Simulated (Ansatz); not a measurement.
Coupled-cluster run, `N[SiH](F)[SiH2]F`.

```yaml
crystal:
  periodic: [false, false, false]
  atoms:
    - {symbol: N, position_ang: [-1.384184, 0.412859, 0.932023]}
    - {symbol: Si, position_ang: [-0.638192, -0.658166, -0.151977]}
    - {symbol: F, position_ang: [-1.342619, -0.752730, -1.595804]}
    - {symbol: Si, position_ang: [1.548981, 0.148856, -0.448692]}
    - {symbol: F, position_ang: [1.489430, 1.747533, -0.247049]}
    - {symbol: H, position_ang: [-2.231470, 0.188540, 1.427026]}
    - {symbol: H, position_ang: [-1.216617, 1.404849, 0.894063]}
    - {symbol: H, position_ang: [-0.728867, -2.027157, 0.412468]}
    - {symbol: H, position_ang: [2.112629, -0.116489, -1.797247]}
    - {symbol: H, position_ang: [2.474009, -0.399293, 0.578290]}
basis:
  gaussian: {orbitals: def2-TZVPP}
correlation: {method: ccsd_t}
```

```sh
$ ansatz run in.yaml --threads 4 --pin off --events-out ev --progress --plain --max-ram 10444MiB
```

The program prints (abridged):

```
Functional definition: HF
1473 factors; integrals over basis functions are off by at most 1.0e-3 eV
mean field evaluation 1: about -22700.5335 eV, gradient 4.8e1 eV
mean field evaluation 2: about -22700.7766 eV, gradient 4.9e1 eV
mean field evaluation 4: about -22705.3270 eV, gradient 3.4e0 eV
mean field evaluation 8: about -22705.3937 eV, gradient 2.7e-1 eV
mean field evaluation 16: about -22705.3939 eV, gradient 2.0e-6 eV
mean field -22705.39394153 eV, -834.4078370823 hartree, gradient 2.0e-6 eV, S^2 0.000000; 0 other end points of the search recorded, 0 dependent functions left out
13 core orbitals not correlated: weight in the atoms' cores, before any rotation towards them, 1.000 or more for the frozen orbitals, at most 0.000 for the correlated occupied ones
reference -22705.39394153 eV, -834.4078370823 hartree; 16, 16 occupied and 218, 218 virtual orbitals, 1473 factors
second order -25.92599582 eV of doubles, -0.00000000 eV of singles
cycle   1  -26.20971670 eV  change   -2.8e-1 eV  update   1.1e-1
cycle   2  -26.78748131 eV  change   -5.8e-1 eV  update   3.2e-2
cycle   3  -26.93030919 eV  change   -1.4e-1 eV  update   1.7e-2
cycle   4  -26.91424565 eV  change    1.6e-2 eV  update   3.5e-3
cycle   5  -26.91195931 eV  change    2.3e-3 eV  update   1.5e-3
cycle   6  -26.91298909 eV  change   -1.0e-3 eV  update   5.0e-4
cycle   7  -26.91276505 eV  change    2.2e-4 eV  update   1.8e-4
cycle   8  -26.91265093 eV  change    1.1e-4 eV  update   5.9e-5
cycle   9  -26.91267265 eV  change   -2.2e-5 eV  update   2.4e-5
perturbative correction -0.84870488 eV, -0.0311893289 hartree
Total energy: -22733.15531906 eV, -835.4280488892 hartree
```

It took 3.2 min on 4 threads of an Arm Neoverse V1 on a shared host, with 5 GiB of host memory at the peak.

The correlation energy is -27.761 eV, 3.1 % of it from (T); the T1 diagnostic reads 0.0119.
